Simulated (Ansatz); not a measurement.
Cartesian coordinates (Å):
```xyz
9

O      2.6849    -0.2979    -0.6115
C      1.3938    -0.2746    -0.3973
C      0.2018    -0.2193    -0.2684
C     -1.2438    -0.1077    -0.1044
O     -1.6468     0.9344     0.7833
H      3.1384    -0.7673     0.1023
H     -1.6490    -1.0271     0.3215
H     -1.7068     0.0242    -1.0904
H     -1.1726     1.7353     0.5334
```
Charge 0, spin multiplicity 1.

Method: frozen-core CCSD(T)/cc-pVTZ // B3LYP-D3(BJ)/def2-TZVP run with Ansatz (a quantum-chemistry and plane-wave program).

```yaml
HF energy: -265.66211 Ha
MP2 correlation energy: -0.94680 Ha
```

**Question.** Estimate the CCSD correlation energy, the (T) correction, the total energy and the T1 diagnostic.

**Answer.** 
The CCSD correlation energy comes out as -0.96292 Ha and the (T) correction comes out as -0.04183 Ha. The CCSD(T) total energy is -266.66686 Ha and the T1 diagnostic comes out as 0.012.
